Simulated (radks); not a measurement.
Initial-state core-level shifts of neutral hafnium when its valence configuration changes from [Xe] 4f14 5d2 6s2. All-electron calculation, Dirac Kohn-Sham, PBE, spin-unpolarised, spherical densities, finite nucleus; open shells are shared between the two j in proportion to 2j + 1; Fermi nuclear charge, rms radius 5.347 fm. Program: a radial shooting solver on a logarithmic mesh with Libxc functionals. Shifts are changes of the shell-averaged eigenvalues in eV (positive: less bound); the change of the density at the nucleus, which sets a Mossbauer isomer shift, is in e/bohr^3, on a base of 1.209e+06.

valence,3p,4s,4d,5s,density at nucleus
4f14 5d1.5 6s2 6p0.5,-1.622,-1.627,-1.636,-1.645,+10.8
4f14 5d1 6s2 6p1,-3.373,-3.384,-3.403,-3.411,+22.8
4f13 5d2 6s2 6p1,-13.643,-13.018,-12.456,-7.694,+98.3
4f13 5d3 6s2,-9.938,-9.311,-8.735,-4.022,+72.5
4f13.5 5d2 6s2 6p0.5,-6.571,-6.294,-6.028,-3.750,+47.2
4f14 5d3 6s1,+1.333,+1.342,+1.357,+1.383,-62.8
4f14 5d2 6s1 6p1,-1.445,-1.448,-1.446,-1.451,-52.1
4f13 5d3 6s1 6p1,-11.419,-10.795,-10.216,-5.507,+15.6
4f14 6s2 6p2,-7.154,-7.175,-7.218,-7.188,+50.2
